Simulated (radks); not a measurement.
Values are calculated unless marked as measured or tabulated.
Question: Ionisation of Se29+, [He] 2s2 2p1, to Se30+, [He] 2s2, under several functionals. Scalar-relativistic Kohn-Sham, spin-polarised, spherical densities, finite nucleus; open shells are filled with parallel spins first; a radial shooting solver on a logarithmic mesh with Libxc functionals. Known Delta-SCF values: PBE 3272.9 eV. What does LDA (Slater exchange, Perdew-Wang correlation) give, and what is its highest occupied eigenvalue?

Answer: 3270.7 eV by Delta-SCF; the 2p eigenvalue is -3202.4 eV. NIST: 3302 eV (semi-empirical).
